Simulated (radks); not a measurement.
Results of a calculation; reference values are marked as such.
I, configuration [Kr] 4d10 5s2 5p5.

Level of theory: scalar-relativistic Kohn-Sham, LDA (Slater exchange, VWN5 correlation), spin-polarised, spherical densities, point nucleus; open shells are filled with parallel spins first (spin-orbit coupling, left out, can overturn this in heavy ions); hard spherical wall at 4 bohr (a radial shooting solver on a logarithmic mesh with Libxc functionals).

Energy parts (hartree):
part                        energy
total                  -7110.15205
kinetic                 7464.54587
electron-nucleus      -17226.11035
Hartree                 2826.99531
exchange-correlation    -175.58288

Orbitals (lengths in bohr, moments of r in powers of bohr; <r^-3> diverges for s and p1/2):
orbital  occ.  eigenvalue (hartree)      <r>  <r^-3>
1s up       1             -1210.546  0.02725       -
1s down     1             -1210.545  0.02725       -
2s up       1             -186.8394   0.1173       -
2s down     1             -186.8386   0.1173       -
2p up       3             -167.7605   0.1025    5767
2p down     3             -167.7593   0.1025    5767
3s up       1             -37.47835   0.3146       -
3s down     1             -37.47694   0.3146       -
3p up       3             -31.29547   0.3125    1101
3p down     3             -31.29394   0.3125    1101
3d up       5             -22.00898   0.2888   151.9
3d down     5             -22.00754   0.2888   151.9
4s up       1              -6.36391   0.7407       -
4s down     1              -6.36087   0.7406       -
4p up       3              -4.42460   0.7935   216.4
4p down     3              -4.42125   0.7932   216.5
4d up       5              -1.60179   0.9283   22.22
4d down     5              -1.59654   0.9266   22.27
5s up       1              -0.45764    1.893       -
5s down     1              -0.43529    1.891       -
5p up       3              -0.04207    2.108   25.88
5p down     2              -0.01896    2.109   25.92
5d up       0               0.55864    2.393   3.185
5d down     0               0.58026    2.396   3.147
4f up       0               0.81586    2.043  0.6599
4f down     0               0.83520    2.035  0.6766
6s up       0               0.97840    2.456       -
6s down     0               0.99407    2.458       -

The highest occupied level is 5p down at -0.516 eV. The pressure on the wall is 112 GPa. The density falls to 0.001 e/bohr^3 at r = 3.67 bohr. Summed over all electrons, <r^2> = 49.92 bohr^2, which gives a Langevin (diamagnetic) susceptibility term of -39.5 x 10^-6 cm^3/mol. Spin moment in Bohr magnetons: 1.
